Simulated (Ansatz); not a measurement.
```yaml
crystal:
  periodic: [false, false, false]
  atoms:
    - {symbol: Pb, position_ang: [-1.853672, -0.185862, 0.966896]}
    - {symbol: Pb, position_ang: [1.329144, 1.523827, 0.562859]}
    - {symbol: Pb, position_ang: [0.524513, -1.338005, -1.529787]}
    - {symbol: F, position_ang: [0.114386, 0.267869, 2.035032]}
    - {symbol: F, position_ang: [-0.508072, -1.947743, 0.415082]}
    - {symbol: F, position_ang: [-1.549464, -0.411235, -1.286366]}
    - {symbol: F, position_ang: [-0.926585, 1.803724, 0.332808]}
    - {symbol: F, position_ang: [0.914691, 0.912080, -1.599198]}
    - {symbol: F, position_ang: [1.955058, -0.624647, 0.102663]}
basis:
  gaussian: {orbitals: def2-TZVPD, initial_orbitals: start.molden}
total_charge: -1
magnetization: {spin_polarized: true, initial_magnetization: 1}
hamiltonian: {xc: {name: wB97M-V}}
scf: {omitted_lower_state_checks: [starts]}
output: {orbitals: {seedname: orbitals}}
```

The file start.molden holds the orbitals of an earlier run on this structure, at another level or in another basis.

```sh
$ ansatz run in.yaml --threads 4 --pin off --events-out ev --progress --plain --max-ram 8704MiB
```

Q: Does this run fit into the memory that it is given?

A: No. It has 408 basis functions, and Ansatz plans for 10 GiB where 8 GiB are given.
